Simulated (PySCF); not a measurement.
# Electron correlation in Se³⁺ (selenium, charge +3)

[Ar] 3d10 4s2 4p1, 2P determinant. Computed with PySCF 2.14 in def2-TZVPPD (7s6p5d1f, 57 functions), with the non-relativistic Hamiltonian (point nucleus). Frozen: [Ne]; 21 electrons correlated.

```tsv
level	correlation energy (mhartree)
CCSD	-221.96
(T)	-4.77
CCSD(T)	-226.73
```

Diagnostics: T1 = 0.0049, D1 = 0.0207, largest double amplitude 0.095.

Question: Is a single reference adequate?

Answer: Mostly. T1 lies below 0.03, but a double amplitude of this size points to a near-degeneracy that CCSD handles and MP2 describes poorly.

This basis was not built for core-valence correlation, so the inner-shell part is incomplete.
